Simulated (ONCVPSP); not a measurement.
# Scattering properties, ONCV potential for ruthenium

```
Element                 : ruthenium (Ru)
Generator               : ONCVPSP 4.0.1
Type                    : optimised norm-conserving Vanderbilt (ONCV)
Functional              : PBE
Relativity              : scalar-relativistic
Frozen core             : [Kr]
Valence charge          : 8
Reference configuration : 4d7 5p1
Partial waves           : s scattering state at 0.02 Ha: rc 3.15 bohr, ncon 4, nbas 8, qcut 2.7 1/bohr, 2 projectors, debl 2.2 Ha; 5p: rc 3.15 bohr, ncon 3, nbas 7, qcut 2.6 1/bohr, 1 projector; 4d: rc 1.70 bohr, ncon 4, nbas 8, qcut 7.4 1/bohr, 2 projectors, debl 2.5 Ha
Local potential         : polynomial inside 1.60 bohr (lpopt 5, dvloc0 0 Ha)
Core correction         : Teter function, fcfact 5, rcfact 1.5
```

In the s channel the program set the typed energies aside and used 0.050, 2.250 Ha.

The phase is arctan(r·R′/R) of the radial function R(r), unwrapped; energies in Ha, scanned from -2 to 5 Ha. A pole is an energy at which the radial function vanishes at the test radius. The pseudo phase is shifted by a multiple of π to meet the all-electron one at the reference energy, and phase errors are pseudo minus all-electron; the curves can meet again beyond the range given. Levels narrower than the energy grid can be missing from the lists of poles. n/a: not evaluated, since a narrow level or a reset projector energy made the automatic matching unsafe.

Problem. For each channel, where are the poles, and over which energies does the pseudopotential scatter like the atom?

Solution.

| channel | radius (bohr) | reference energy (Ha) | poles, all-electron | poles, pseudo | unbroken range about the reference energy with phases within 0.05 rad | phase error 1 Ha above the reference energy (rad) |
| --- | --- | --- | --- | --- | --- | --- |
| s | 3.21 | 0.05 | 0.34, 3.12 | 0.34, 3.08 | below 3.7 | -0.002 |
| p | 3.21 | -0.06 | 0.78, 3.66 | -0.26, 0.79, 3.26 | n/a | n/a |
| d | 1.72 | -0.25 | 0.88 | 0.88 | the whole range | +0.000 |

Note: ghosts flagged at negative energy: p at -7.1 eV (a further GHOST(-) flag falls on a real empty level of the atom); no localised positive-energy state flagged. A true bound ghost makes a file unfit for plane-wave use.

Phases in the p channel:

```csv
E (Ha),all-electron,pseudo
-1.98,1.366,1.372
-1.80,1.305,1.358
-1.62,-1.786,1.342
-1.44,-1.811,1.322
-1.26,-1.838,1.296
-1.08,-1.872,1.261
-0.90,-1.920,1.211
-0.72,-1.993,1.135
-0.54,-2.120,0.999
-0.36,-2.385,0.697
-0.18,-3.041,-3.012
0.00,-3.924,-3.922
0.18,-4.340,-4.333
0.36,-4.522,-4.515
0.54,-4.624,-4.617
0.72,-4.694,-4.688
0.90,-4.752,-4.746
1.08,-4.808,-4.804
1.26,-4.873,-4.874
1.44,-4.965,-4.981
1.62,-5.135,-5.213
1.80,-5.590,-6.024
1.98,-6.733,-7.188
2.16,-7.353,-7.527
2.34,-7.560,-7.655
2.52,-7.658,-7.723
2.70,-7.715,-7.768
2.88,-7.755,-7.801
3.06,-7.785,-7.828
3.24,-7.809,-7.852
3.42,-7.829,-7.874
3.60,-7.848,-7.898
3.78,-7.866,-7.924
3.96,-7.884,-7.957
4.14,-7.903,-8.001
4.32,-7.924,-8.072
4.50,-7.950,-8.214
4.68,-7.984,-8.646
4.86,-8.033,-9.972
```
